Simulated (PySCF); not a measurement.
First SCF of a structure search on singlet GeBr₂, at a hand-made bent geometry. PySCF input:

```python
from pyscf import gto, scf, dft
mol = gto.M(atom='''
Ge     0.000000     0.000000     0.000000
Br     1.925000     0.000000     1.347900
Br    -1.925000     0.000000     1.347900''',
    basis={'Ge': 'def2-TZVP', 'Br': 'def2-TZVP'},
    charge=0, spin=0)
mf = dft.RKS(mol, xc='PBE0')
mf.grids.atom_grid = (50, 194)
aux = {'Ge': 'def2-universal-JKFIT', 'Br': 'def2-universal-JKFIT'}
mf = mf.density_fit(auxbasis=aux)
mf.conv_tol = 1e-08
mf.diis_space = 10
mf.max_cycle = 60
mf.init_guess = 'minao'
mf.verbose = 4
mf.kernel()
```

Excerpt of the output (cycles and frontier levels):

```
init E= -7221.9070935765
  HOMO = -0.256536922267943  LUMO = -0.108515271901027  gap/eV = 4.02787
cycle= 1 E= -7224.47572687809  delta_E= -2.57  |g|= 0.751  |ddm|= 1.96
  HOMO = -0.287314660434052  LUMO = -0.172922830061393  gap/eV = 3.11276
cycle= 2 E= -7224.35769577927  delta_E= 0.118  |g|= 1.03  |ddm|= 1.34
  HOMO = -0.276935809067729  LUMO = -0.109779969927157  gap/eV = 4.54854
cycle= 3 E= -7224.54104466601  delta_E= -0.183  |g|= 0.194  |ddm|= 0.912
  HOMO = -0.280164959457703  LUMO = -0.120482523669151  gap/eV = 4.34518
cycle= 4 E= -7224.54794520811  delta_E= -0.0069  |g|= 0.0249  |ddm|= 0.175
  HOMO = -0.281282321179818  LUMO = -0.118649666703084  gap/eV = 4.42546
cycle= 5 E= -7224.54811439505  delta_E= -0.000169  |g|= 0.00692  |ddm|= 0.0315
  HOMO = -0.281186220524967  LUMO = -0.118904014231788  gap/eV = 4.41592
cycle= 6 E= -7224.54812912912  delta_E= -1.47e-05  |g|= 0.000606  |ddm|= 0.00835
  HOMO = -0.28103161128466  LUMO = -0.118732626532224  gap/eV = 4.41638
cycle= 7 E= -7224.54812927618  delta_E= -1.47e-07  |g|= 0.000237  |ddm|= 0.00124
  HOMO = -0.281061156022928  LUMO = -0.118762644292459  gap/eV = 4.41637
cycle= 8 E= -7224.54812929307  delta_E= -1.69e-08  |g|= 6.73e-05  |ddm|= 0.000292
  HOMO = -0.281062816234163  LUMO = -0.118767349753559  gap/eV = 4.41628
cycle= 9 E= -7224.54812929465  delta_E= -1.58e-09  |g|= 9.42e-06  |ddm|= 0.000119
  HOMO = -0.281062770445159  LUMO = -0.118768112408633  gap/eV = 4.41626
Extra cycle  E= -7224.54812929468  delta_E= -2.91e-11  |g|= 8.05e-06  |ddm|= 1.75e-05
converged SCF energy = -7224.54812929468
```

No lower solution of this spin was found from smeared starts or by a stability analysis within the restricted form, which does not test spin polarisation.

The search for the lowest solution, 3 starts and the stability check together, took 17 s on 4 threads of a shared Arm Neoverse V2 host, with 144 basis functions; the process peaked at 0.5 GiB.
